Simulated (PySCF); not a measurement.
C₄H₅FSi, SMILES C#C/C(F)=C/[SiH3]. The structure is a stationary point at PBE0-D3(BJ)/def2-SVP. The structure was generated by enumeration; whether it is a known compound was not checked.

Question: Give the equilibrium geometry at PBE0-D3(BJ)/def2-SVP (PySCF confirms it by a frequency run) as a Z-matrix, and its point group. (Estimate from the structure and the level; the computed values follow.)

Answer: point group Cs.
```
C
C 1 1.3394
F 2 1.3397 1 119.84
H 1 1.0930 2 116.26 3 -180.00
C 2 1.4254 1 126.62 4 0.00
C 5 1.2123 3 148.06 2 180.00
H 6 1.0750 3 158.99 2 180.00
Si 1 1.8734 4 121.20 2 180.00
H 8 1.4924 1 108.19 4 0.00
H 8 1.4934 9 109.13 1 -120.72
H 8 1.4934 9 109.13 10 -118.56
```
Charge 0, spin multiplicity 1.
